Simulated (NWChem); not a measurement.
System: SiNH4, doublet; SMILES [NH][SiH3]

Here is an NWChem input.

```
start job
memory heap 200 mb stack 900 mb global 1100 mb
geometry units angstroms noautosym nocenter noautoz
  N     -0.026277    -1.249170    -0.109838
  Si    -0.009662     0.517032    -0.026989
  H      0.760503    -1.683606     0.389406
  H     -0.655906     0.898325     1.264005
  H     -0.819907     1.052510    -1.147211
  H      1.350773     1.131811    -0.066937
end
basis spherical
  * library pcj-2
end
dft
  odft
  mult 2
  xc b3lyp
  iterations 150
  semidirect filesize 400000000
end
property
  hyperfine
end
task dft property
```

NWChem printed, in part:

```
             Northwest Computational Chemistry Package (NWChem) 7.3.0
             --------------------------------------------------------

                             Geometry "geometry" -> ""
                             -------------------------

 Output coordinates in angstroms (scale by  1.889725989 to convert to a.u.)

  No.       Tag          Charge          X              Y              Z
 ---- ---------------- ---------- -------------- -------------- --------------
    1 N                    7.0000    -0.02627700    -1.24917000    -0.10983800
    2 Si                  14.0000    -0.00966200     0.51703200    -0.02698900
    3 H                    1.0000     0.76050300    -1.68360600     0.38940600
    4 H                    1.0000    -0.65590600     0.89832500     1.26400500
    5 H                    1.0000    -0.81990700     1.05251000    -1.14721100
    6 H                    1.0000     1.35077300     1.13181100    -0.06693700

 Effective nuclear repulsion energy (a.u.)      56.2954815293

                              NWChem Property Module
                              ----------------------

  itol2e modified to match energy
  convergence criterion.

                                 NWChem DFT Module
                                 -----------------

 Summary of "ao basis" -> "ao basis" (spherical)
 ------------------------------------------------------------------------------
       Tag                 Description            Shells   Functions and Types
 ---------------- ------------------------------  ------  ---------------------
 N                           pcj-2                  17       51   7s5p3d2f
 Si                          pcj-2                  18       54   7s6p3d2f
 H                           pcj-2                  10       24   5s3p2d

  itol2e modified to match energy
  convergence criterion.

            General Information
            -------------------
          SCF calculation type: DFT
          Wavefunction type:  spin polarized.
          No. of atoms     :     6
          No. of electrons :    25
           Alpha electrons :    13
            Beta electrons :    12
          Charge           :     0
          Spin multiplicity:     2
          Use of symmetry is: off; symmetry adaption is: off
          Maximum number of iterations: 150
          AO basis - number of functions:   201
                     number of shells:    75
          Convergence on energy requested:  1.00D-07
          Convergence on density requested:  1.00D-05
          Convergence on gradient requested:  5.00D-04

              XC Information
              --------------
                         B3LYP Method XC Potential
                     Hartree-Fock (Exact) Exchange  0.200
                        Slater Exchange Functional  0.800 local
                    Becke 1988 Exchange Functional  0.720 non-local
              Lee-Yang-Parr Correlation Functional  0.810
                  VWN I RPA Correlation Functional  0.190 local

             Grid Information
             ----------------
          Grid used for XC integration:  fine
          Radial quadrature: Mura-Knowles
          Angular quadrature: Lebedev.
          Tag              B.-S. Rad. Rad. Pts. Rad. Cut. Ang. Pts.
          ---              ---------- --------- --------- ---------
          N                   0.65       70          10.0       590
          Si                  1.10      123          10.0       770
          H                   0.35       60          12.0       590
          Grid pruning is: on
          Number of quadrature shells:   433
          Spatial weights used:  Erf1

      Superposition of Atomic Density Guess
      -------------------------------------

 Sum of atomic energies:        -344.41345011

      Non-variational initial energy
      ------------------------------

 Total energy =    -344.830683
 1-e energy   =    -586.739640
 2-e energy   =     185.613475
 HOMO         =      -0.290889
 LUMO         =       0.037016

[...]

          ----------------------
          Hyperfine Interactions
          ----------------------

 Total Spin Density (Fermi Contact Term)
 ------------------ --------------------
     Atom            x         y         z       Density (a.u.)      Aiso(MHz)     Aiso(Gauss)
     1  14-N     -0.04966  -2.36059  -0.20756       0.082646         26.703284       9.528380
     2  29-Si    -0.01826   0.97705  -0.05100      -0.054645         48.564430      17.328967
     3   1-H      1.43714  -3.18155   0.73587      -0.012286        -54.915005     -19.595006
     4   1-H     -1.23948   1.69759   2.38862       0.027709        123.857620      44.195404
     5   1-H     -1.54940   1.98896  -2.16791       0.003407         15.229626       5.434300
     6   1-H      2.55259   2.13881  -0.12649       0.007430         33.210948      11.850472

           -------------------------------------------
           Anisotropic Interaction (Spin-Dipolar Term)
           -------------------------------------------

 ------------------------------------------------------------
     Atom            x         y         z
 ------------------------------------------------------------
     1  14-N     -0.04966  -2.36059  -0.20756

   Spin-Dipolar term (a.u.)
        xx             yy             zz             xy             xz             yz
 ------------------------------------------------------------------------------------------
      -0.179070      -1.099339       1.278409      -0.001816      -1.501420       0.005909

   Principal Comp. of -hf- tensor (au)            Anisotropic -hfcc- (MHz)               Anisotropic -hfcc- (Gauss)
 --------------------------------------------------------------------------------------------------------------------------
     -1.119386    -1.099223     2.218609     -43.172216   -42.394556    85.566772     -15.404894   -15.127406    30.532300

   Orientation of the principal axis of Hyperfine Tensor w.r.t absolute (molecular) frame
 --------------------------------------------------------------------------------------------------------------------------
      0.844786     0.068295    -0.530728
     -0.079456     0.996837     0.001800
      0.529173     0.040649     0.847540

 ------------------------------------------------------------
     Atom            x         y         z
 ------------------------------------------------------------
     2  29-Si    -0.01826   0.97705  -0.05100

   Spin-Dipolar term (a.u.)
        xx             yy             zz             xy             xz             yz
 ------------------------------------------------------------------------------------------
       0.005741       0.008887      -0.014628       0.005455       0.021334       0.001168

   Principal Comp. of -hf- tensor (au)            Anisotropic -hfcc- (MHz)               Anisotropic -hfcc- (Gauss)
 --------------------------------------------------------------------------------------------------------------------------
      0.021402     0.006784    -0.028185      -2.270372    -0.719641     2.990012      -0.810124    -0.256785     1.066909

   Orientation of the principal axis of Hyperfine Tensor w.r.t absolute (molecular) frame
 --------------------------------------------------------------------------------------------------------------------------
      0.787497    -0.301313    -0.537642
      0.387991     0.920161     0.052610
      0.478865    -0.250030     0.841531

 ------------------------------------------------------------
     Atom            x         y         z
 ------------------------------------------------------------
     3   1-H      1.43714  -3.18155   0.73587

   Spin-Dipolar term (a.u.)
        xx             yy             zz             xy             xz             yz
 ------------------------------------------------------------------------------------------
       0.044456      -0.055691       0.011235      -0.068751       0.035402      -0.043115

   Principal Comp. of -hf- tensor (au)            Anisotropic -hfcc- (MHz)               Anisotropic -hfcc- (Gauss)
 --------------------------------------------------------------------------------------------------------------------------
      0.107344    -0.096086    -0.011258      57.273562   -51.266952    -6.006611      20.436597   -18.293292    -2.143304

   Orientation of the principal axis of Hyperfine Tensor w.r.t absolute (molecular) frame
 --------------------------------------------------------------------------------------------------------------------------
      0.756566     0.378810    -0.533020
     -0.445603     0.895223     0.003735
      0.478587     0.234689     0.846094

 ------------------------------------------------------------
     Atom            x         y         z
 ------------------------------------------------------------
     4   1-H     -1.23948   1.69759   2.38862

   Spin-Dipolar term (a.u.)
        xx             yy             zz             xy             xz             yz
 ------------------------------------------------------------------------------------------
      -0.006000       0.005293       0.000707      -0.002830      -0.004428       0.006373

   Principal Comp. of -hf- tensor (au)            Anisotropic -hfcc- (MHz)               Anisotropic -hfcc- (Gauss)
 --------------------------------------------------------------------------------------------------------------------------
     -0.008211     0.011171    -0.002960      -4.381043     5.960560    -1.579518      -1.563262     2.126873    -0.563610

   Orientation of the principal axis of Hyperfine Tensor w.r.t absolute (molecular) frame
 --------------------------------------------------------------------------------------------------------------------------
      0.885572    -0.276215    -0.373452
     -0.033051     0.764478    -0.643802
      0.463324     0.582476     0.667872

[...]
```

Level: B3LYP/pcJ-2, spin-unrestricted, contact and dipolar terms. Structure relaxed at the B3LYP/6-31G* (spherical d), spin-unrestricted level. No stability test was run on the SCF state. B3LYP is NWChem's, with the RPA form of VWN correlation.
